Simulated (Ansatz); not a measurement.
`C=[CH][AlH][CH3]` + `C[SiH2]O` → `C=[CH][AlH][OH]` + `C[SiH2]C`  (redistribution)

Calculated with Ansatz (gas phase, PBE0-D4/def2-TZVP geometries, no zero-point term in ΔE). CCSD(T)/CBS is the MP2 limit (def2-TZVPP, def2-QZVPP) plus CCSD(T) − MP2 in def2-TZVPP, frozen cores. This one scheme is used for every species. DFT in def2-TZVPP. HSE06 is defined as in plane-wave codes. Each species was taken in one conformer, which may not be the lowest.

```
             level  ΔE (kJ/mol)
         r2SCAN-D4        -52.4
            B97M-V        -50.1
          PBE-QIDH        -51.1
             HSE06        -50.5
           LC-ωPBE        -52.1
    MP2/def2-TZVPP        -52.9
SCS-MP2/def2-TZVPP        -52.1
      HF/CBS(def2)        -46.4
```

What does CCSD(T)/CBS give? (Best estimate.)

Computed: -51.2 kJ/mol. The listed levels differ from it by -1.2, 1.1, 0.1, 0.7, -0.9, -1.7, -0.9, 4.8 kJ/mol.

Largest T1 diagnostic among the species: 0.012.

In def2-TZVPP, CCSD(T) changes the Hartree–Fock value by −5.3 kJ/mol (the triples alone add −0.4 kJ/mol) and MP2 by −6.2 kJ/mol. Leaving LDA and LC-ωPBE aside and taking each functional with its dispersion term where it has one, the values, not all of them listed here, spread over 3.5 kJ/mol, from revPBE-D4 to ωB97M-V.
